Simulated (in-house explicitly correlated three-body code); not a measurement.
Computed with an exponentially correlated three-body code. Model: two electrons around a point charge, non-relativistic, variational in 260 exponentially correlated functions (energies converged to about 1e-7 hartree, or 1e-8 relative for large Z).

Command:
```bash
python run_hyl.py task.json out
```
Settings (lengths in bohr, energies in hartree):
```
Z                      10
screening              0.75
interaction_strength   1
functions              260
states_tried           13
```

Cost of the run: 2.4 min on 1 thread of Arm Neoverse N1 (shared host).

**Those bound S and P states to n = 4 that converged, binding against the one-electron ion.**

Given: nuclear charge 10; Yukawa screening of all interactions 0.75 1/bohr.

Computed: one-electron threshold -42.9026902 hartree.

```
term  energy (hartree)  binding (eV)
1 1S       -80.4316723        1021.2
2 3S       -48.1968499        144.06
2 1S       -47.8639467           135
2 3P                 ?             ?
2 1P       -47.4496471        123.73
3 3S       -43.5392469        17.322
3 1S                 ?             ?
3 3P       -43.3628294        12.521
3 1P       -43.3270524        11.547
```

Question: What belongs in the row 2 3P?

Answer: energy (hartree): -47.6745192; binding (eV): 129.85.

Question: What belongs in the row 3 1S?

Answer: energy (hartree): -43.4845238; binding (eV): 15.832.

**Converged states only, values per electron or pair (inverse distances are <exp(-kr)/r>).**

```
term  mean r (bohr)  mean r squared (bohr²)  mean inverse r (1/bohr)  mean r12 (bohr)  mean inverse r12 (1/bohr)  mean cosine  mean p1 dot p2 (bohr⁻²)  delta r1 (bohr⁻³)  delta r12 (bohr⁻³)
1 1S         0.1567                 0.03295                   8.9408          0.23077                     5.2193     -0.01319                   1.1977             295.28              32.229
2 3S              ?                       ?                        ?                ?                          ?            ?                        ?                  ?                   -
2 1S        0.42296                 0.29874                   5.3966          0.71205                     1.3882   -0.0061233                 0.093513             171.77              5.0329
2 3P        0.36615                 0.22052                    5.396          0.61479                     1.3991    -0.065289                  -5.6689             156.92                   -
2 1P        0.37565                 0.23387                   5.3778          0.61312                     1.5517     0.047137                   5.4049             158.18              1.3345
3 3S          1.012                  2.0324                   4.7981           1.8811                    0.26445  -0.00080394                 0.013556             160.54                   -
3 1S         1.0438                  2.1737                    4.791           1.9437                    0.30336   -0.0011641                  0.01718             160.37             0.88514
3 3P              ?                       ?                        ?                ?                          ?            ?                        ?                  ?                   -
3 1P         1.0376                   2.186                   4.7779           1.9305                    0.31186    0.0066765                  0.78661             157.95             0.23737
```

Question: What belongs in the row 2 3S?

Answer: mean r (bohr): 0.41081; mean r squared (bohr²): 0.27894; mean inverse r (1/bohr): 5.42; mean r12 (bohr): 0.69478; mean inverse r12 (1/bohr): 1.1188; mean cosine: -0.004011; mean p1 dot p2 (bohr⁻²): 0.076043; delta r1 (bohr⁻³): 172.68.

Question: What belongs in the row 3 3P?

Answer: mean r (bohr): 1.0107; mean r squared (bohr²): 2.0653; mean inverse r (1/bohr): 4.7836; mean r12 (bohr): 1.8796; mean inverse r12 (1/bohr): 0.29204; mean cosine: -0.009375; mean p1 dot p2 (bohr⁻²): -0.79565; delta r1 (bohr⁻³): 157.77.

**Electric-dipole lines between converged S and P states, rate of the upper state's decay.**

| s state | p state | p minus s (eV) | oscillator strength from s | rate (1/s) |
| --- | --- | --- | --- | --- |
| 1 1S | 2 1P | 897.49 | 0.65156 | 7.591e+12 |
| 1 1S | 3 1P | ? | ? | ? |
| 2 1S | 2 1P | 11.274 | 0.1068 | 1.9633e+08 |
| 2 1S | 3 1P | ? | ? | ? |
| 3 1S | 2 1P | -107.9 | -0.045584 | 2.3027e+10 |
| 3 1S | 3 1P | 4.285 | 0.38719 | 1.0283e+08 |
| 2 3S | 2 3P | 14.213 | 0.12655 | 3.6978e+08 |
| 2 3S | 3 3P | 131.54 | 0.20846 | 5.2171e+10 |
| 3 3S | 2 3P | -112.53 | -0.04809 | 2.6423e+10 |
| 3 3S | 3 3P | 4.8006 | 0.40794 | 1.3598e+08 |

Question: What belongs in the row 1 1S 3 1P?

Answer: p minus s (eV): 1009.7; oscillator strength from s: 0.082131; rate (1/s): 1.211e+12.

Question: What belongs in the row 2 1S 3 1P?

Answer: p minus s (eV): 123.46; oscillator strength from s: 0.2186; rate (1/s): 4.819e+10.

**Static dipole response.**

```csv
state,polarisability (bohr³)
1 1S,0.0010733
2 1S,0.64269
2 3S,0.48134
```
